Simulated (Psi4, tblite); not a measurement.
Approach curve of the dimer C4H4O ··· C4H5N (SMILES c1ccoc1 and c1cc[nH]c1). Monomers: optimised at B3LYP-D3(BJ) (def2-TZVP), held rigid. Orientation: lowest of the rigid-body minima from ten starts at GFN2-xTB. R is the distance of the centres of mass, along which the second monomer moves. The table gives interaction energies.

```csv
R / Å,A,B
2.81,16.31,57.16
3.00,-4.24,20.08
3.26,-13.46,-1.85
3.44,-14.48,-7.22
3.64,-13.66,-8.88
3.84,-12.04,-8.51
4.13,-9.42,-6.85
4.45,-6.83,-4.97
4.95,-3.88,-2.89
5.64,-1.64,-1.42
6.65,-0.36,-0.61
7.92,0.07,-0.29
```

Energies in kJ/mol.

Problem. Which curve belongs to which method? The methods are GFN2-xTB run with tblite; SAPT0/jun-cc-pVDZ, frozen core (Psi4 1.11).

Solution. A is GFN2-xTB; B is SAPT0/jun-cc-pVDZ.
